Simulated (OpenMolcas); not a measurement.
5s2 5p3 along the 51-electron sequence

```yaml
Program: OpenMolcas
Method: SS-CASPT2, IPEA 0.25 Eh, imaginary shift 0.1 Eh
Basis: ANO-R3
Scalar_Hamiltonian: X2C, finite nucleus
Spin-orbit_coupling: RASSI with atomic mean-field integrals over the reference wave functions, term energies averaged over their components
```

Active space for each ion: 3 electrons in 3 orbitals (5p); closed shells correlated by CASPT2: 4d 5s.

Computed levels in cm-1 above 4S* 3/2:

```json
{"Level": "2D* 3/2", "Sb": "9380", "Te+": "10700", "Xe3+": "13510"}
{"Level": "2D* 5/2", "Sb": "10420", "Te+": "12550", "Xe3+": "17270"}
{"Level": "2P* 1/2", "Sb": "17430", "Te+": "21020", "Xe3+": "28330"}
{"Level": "2P* 3/2", "Sb": "18920", "Te+": "23810", "Xe3+": "34660"}
{"Level": "weight of 4S* in the lowest level (%)", "Sb": "97", "Te+": "95", "Xe3+": "88"}
```

Measured, with the error of the calculation in %. Measured levels: Sb, Te+ from NIST Handbook of Basic Atomic Spectroscopic Data; Xe3+ from Saloman, J. Phys. Chem. Ref. Data 33, 765 (2004).

| Level | Sb | Te+ | Xe3+ |
| --- | --- | --- | --- |
| 2D* 3/2 | 8512 (+10.2) | 10222 (+4.7) | 13267 (+1.8) |
| 2D* 5/2 | 9854 (+5.7) | 12422 (+1.0) | 17511 (-1.4) |
| 2P* 1/2 | 16395 (+6.3) | 20547 (+2.3) | 28036 (+1.0) |
| 2P* 3/2 | 18464 (+2.5) | 24032 (-0.9) | 35650 (-2.8) |

2D* 3/2 changes by a factor of 1.44 over the same range, with steps per unit of Z of +1320, +1400 cm-1.

CASPT2 breaks the degeneracy within a term, and the mean is taken; among the terms shown or strongly mixed into the levels shown the widest spread is 180 cm-1 (5s2 5p3 2D*, Sb). With the s shell closed, the reference lacks s² → p² mixing. Measured partners are found by configuration, term and J. A level has none where our copy of the source lacks it or the pairing is in doubt (some pairs that miss far off the trend of their configuration count as doubtful), and it then counts in no deviation. Only configurations of the active space appear.

* marks odd parity.
